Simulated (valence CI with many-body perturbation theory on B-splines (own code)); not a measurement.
# E1 transitions of W LXI

Computed by configuration interaction combined with many-body perturbation theory (CI+MBPT): four valence electrons over a frozen Dirac-Fock core [Ne], a basis of 11 s, 11 p, 9 d, 7 f, 5 g, 2 h, 1 i functions for each j, with the one-electron correlation potential Σ1, the two-electron term Σ2, the three-electron term Σ3, Breit, model QED; selected CI, second order for the rest (own B-spline code, finite nucleus).

The last digits are not significant, and no measured levels were compared; by estimate large intervals hold to a few tenths of a per cent, small ones and those within an open d or f shell to about a per cent.

Lines 1 to 50 of 231 in falling wavelength, among levels below 1273.4 eV, chosen from the strongest by gf and those to the six lowest levels. Wavelengths and rates use the calculated energies. Electric multipoles are in the length gauge, E1 and E2 with the static RPA response of the core. Weak lines are less certain than strong ones. Lines between different terms over intervals too small for the method are left out, as are lines whose strength nearly cancels. The highest levels of a list are the least certain.

Levels are named by their leading jj configuration (3d3/2^4 stands for four electrons in 3d with j = 3/2), which in mixed levels can hold well under half, so a name can repeat and another be missing. Letters in brackets count levels of one name in rising energy.

| λ vac (Å) | Upper | Lower | A (s⁻¹) | log gf | Branch % |
| --- | --- | --- | --- | --- | --- |
| 105.3 | (3s 3p1/2 3p3/2 3d3/2) J=3 [a] | (3s^2 3p3/2 3d3/2) J=2 | 2.18e+09 | -1.60 | 2.8 |
| 90.86 | (3s 3p1/2^2 3d3/2) J=2 | (3s^2 3p1/2 3d3/2) J=1 | 7.94e+09 | -1.31 | 14.5 |
| 90.17 | (3s 3p1/2 3p3/2 3d5/2) J=4 [a] | (3s^2 3p3/2 3d5/2) J=4 | 2.86e+09 | -1.50 | 30.1 |
| 89.18 | (3s 3p1/2 3p3/2 3d3/2) J=4 | (3s^2 3p3/2 3d3/2) J=3 | 9.57e+09 | -0.99 | 34.8 |
| 86.10 | (3s^2 3p3/2^2) J=2 | (3s^2 3p1/2 3d3/2) J=2 | 7.56e+03 | -7.38 | 0.0 |
| 83.37 | (3s 3p1/2 3p3/2 3d3/2) J=2 [c] | (3s^2 3p3/2 3d3/2) J=2 | 6.80e+09 | -1.45 | 0.5 |
| 82.84 | (3s 3p1/2 3p3/2 3d5/2) J=4 [b] | (3s^2 3p3/2 3d5/2) J=3 | 6.53e+09 | -1.22 | 2.0 |
| 79.89 | (3s 3p1/2 3p3/2 3d3/2) J=3 [b] | (3s^2 3p3/2 3d3/2) J=2 | 4.03e+09 | -1.57 | 0.2 |
| 78.00 | (3s 3p1/2 3p3/2 3d5/2) J=3 [a] | (3s^2 3p3/2 3d5/2) J=2 | 6.09e+09 | -1.41 | 1.3 |
| 77.80 | (3s 3p1/2^2 3p3/2) J=2 | (3s^2 3p1/2 3p3/2) J=2 | 1.21e+10 | -1.26 | 44.7 |
| 77.31 | (3s 3p1/2 3p3/2 3d5/2) J=5 | (3s^2 3p3/2 3d5/2) J=4 | 2.12e+10 | -0.68 | 100.0 |
| 76.97 | (3s 3p1/2 3p3/2 3d3/2) J=2 [d] | (3s^2 3p3/2 3d3/2) J=1 | 7.96e+09 | -1.45 | 0.2 |
| 76.44 | (3s 3p1/2 3p3/2^2) J=3 | (3s^2 3p3/2^2) J=2 | 1.39e+10 | -1.07 | 3.7 |
| 75.48 | (3s 3p1/2 3p3/2 3d5/2) J=4 [c] | (3s^2 3p3/2 3d5/2) J=3 | 1.28e+10 | -1.01 | 1.0 |
| 74.93 | (3s 3p1/2 3p3/2 3d3/2) J=1 [c] | (3s^2 3p3/2 3d3/2) J=1 | 1.45e+10 | -1.44 | 0.5 |
| 74.34 | (3s 3p1/2^2 3d5/2) J=3 | (3s^2 3p1/2 3d5/2) J=3 | 1.69e+10 | -1.01 | 6.8 |
| 73.86 | (3s^2 3p3/2^2) J=2 | (3s 3p1/2^2 3p3/2) J=1 | 2.02e+08 | -3.08 | 26.5 |
| 73.84 | (3s 3p1/2^2 3d5/2) J=3 | (3s^2 3p1/2 3d5/2) J=2 | 2.75e+10 | -0.80 | 11.0 |
| 73.72 | (3s 3p1/2 3p3/2^2) J=1 [a] | (3s^2 3p3/2^2) J=0 | 1.11e+10 | -1.57 | 1.0 |
| 73.51 | (3s 3p1/2^2 3p3/2) J=2 | (3s^2 3p1/2 3p3/2) J=1 | 1.50e+10 | -1.22 | 55.3 |
| 73.47 | (3s 3p1/2 3p3/2 3d3/2) J=3 [c] | (3s^2 3p3/2 3d3/2) J=3 | 1.82e+10 | -0.99 | 0.8 |
| 73.44 | (3s 3p1/2 3p3/2 3d5/2) J=1 [c] | (3s^2 3p3/2 3d5/2) J=1 | 1.73e+10 | -1.38 | 1.9 |
| 73.20 | (3s 3p1/2 3p3/2 3d5/2) J=3 [b] | (3s^2 3p3/2 3d5/2) J=2 | 1.61e+10 | -1.04 | 2.5 |
| 72.97 | (3s 3p1/2 3p3/2 3d5/2) J=1 [a] | (3s^2 3p3/2 3d5/2) J=2 | 1.25e+10 | -1.52 | 1.9 |
| 72.34 | (3s 3p1/2 3p3/2 3d5/2) J=2 [c] | (3s^2 3p3/2 3d5/2) J=1 | 1.49e+10 | -1.23 | 1.2 |
| 72.23 | (3s 3p1/2 3p3/2 3d5/2) J=2 [b] | (3s^2 3p3/2 3d5/2) J=2 | 1.07e+10 | -1.38 | 0.4 |
| 71.72 | (3s 3p1/2^2 3d3/2) J=1 | (3s^2 3p1/2 3d3/2) J=2 | 3.43e+10 | -1.10 | 61.1 |
| 69.40 | (3s 3p1/2 3p3/2 3d3/2) J=2 [b] | (3s 3p1/2 3p3/2^2) J=1 [a] | 1.01e+10 | -1.44 | 0.9 |
| 69.36 | (3s 3p1/2 3p3/2 3d3/2) J=2 [b] | (3s 3p1/2 3p3/2^2) J=2 [b] | 1.36e+10 | -1.31 | 1.2 |
| 69.23 | (3s 3p1/2 3p3/2 3d5/2) J=2 [d] | (3s^2 3p3/2 3d5/2) J=1 | 1.44e+10 | -1.29 | 0.5 |
| 68.79 | (3s 3p1/2^2 3d3/2) J=2 | (3s^2 3p1/2 3d3/2) J=2 | 2.63e+10 | -1.03 | 47.9 |
| 68.70 | (3s 3p1/2 3p3/2 3d5/2) J=3 [d] | (3s^2 3p3/2 3d5/2) J=3 | 2.27e+10 | -0.95 | 1.2 |
| 68.60 | (3s 3p1/2^2 3d5/2) J=2 | (3s^2 3p1/2 3d5/2) J=3 | 3.79e+10 | -0.87 | 13.7 |
| 68.37 | (3s^2 3d3/2^2) J=2 | (3s^2 3p3/2 3d5/2) J=2 | 7.86e+09 | -1.56 | 0.2 |
| 68.28 | (3s 3p1/2 3p3/2 3d5/2) J=2 [c] | (3s^2 3p3/2 3d5/2) J=3 | 1.46e+10 | -1.29 | 1.1 |
| 68.18 | (3s 3p1/2^2 3d5/2) J=2 | (3s^2 3p1/2 3d5/2) J=2 | 9.49e+09 | -1.48 | 3.4 |
| 67.98 | (3s 3p1/2 3p3/2 3d5/2) J=4 [b] | (3s^2 3p3/2 3d5/2) J=4 | 7.95e+09 | -1.31 | 2.4 |
| 66.89 | (3s 3p1/2 3p3/2 3d3/2) J=2 [a] | (3s 3p1/2 3p3/2^2) J=3 | 1.43e+10 | -1.32 | 3.6 |
| 66.30 | (3s 3p1/2^2 3p3/2) J=1 | (3s^2 3p1/2 3p3/2) J=2 | 4.34e+10 | -1.07 | 5.5 |
| 65.85 | (3s^2 3p3/2^2) J=0 | (3s 3p1/2^2 3p3/2) J=1 | 4.05e+08 | -3.58 | 44.2 |
| 65.77 | (3s 3p1/2 3p3/2^2) J=2 [b] | (3s^2 3p3/2^2) J=2 | 2.52e+10 | -1.09 | 1.7 |
| 65.74 | (3s 3p1/2 3p3/2^2) J=1 [a] | (3s^2 3p3/2^2) J=2 | 1.85e+10 | -1.44 | 1.6 |
| 65.51 | (3s 3p1/2 3p3/2 3d5/2) J=2 [d] | (3s^2 3p3/2 3d5/2) J=3 | 1.59e+10 | -1.29 | 0.5 |
| 65.11 | (3s 3p1/2 3p3/2 3d3/2) J=1 [d] | (3s^2 3p3/2 3d3/2) J=2 | 1.81e+10 | -1.46 | 0.4 |
| 65.03 | (3p1/2^2 3p3/2^2) J=0 | (3s 3p1/2 3p3/2^2) J=1 [a] | 7.82e+10 | -1.30 | 5.3 |
| 63.89 | (3s 3p1/2 3p3/2 3d5/2) J=3 [c] | (3s^2 3p3/2 3d5/2) J=4 | 3.21e+10 | -0.86 | 1.7 |
| 63.41 | (3s^2 3p3/2^2) J=2 | (3s 3p1/2^2 3p3/2) J=2 | 1.21e+08 | -3.44 | 15.8 |
| 63.15 | (3s 3p1/2^2 3p3/2) J=1 | (3s^2 3p1/2 3p3/2) J=1 | 1.46e+10 | -1.58 | 1.8 |
| 63.02 | (3s 3p1/2^2 3d3/2) J=1 | (3s 3p1/2^2 3p3/2) J=1 | 1.54e+10 | -1.56 | 27.4 |
| 62.95 | (3s 3p1/2 3p3/2 3d3/2) J=2 [e] | (3s^2 3p3/2 3d3/2) J=3 | 3.46e+10 | -0.99 | 0.8 |
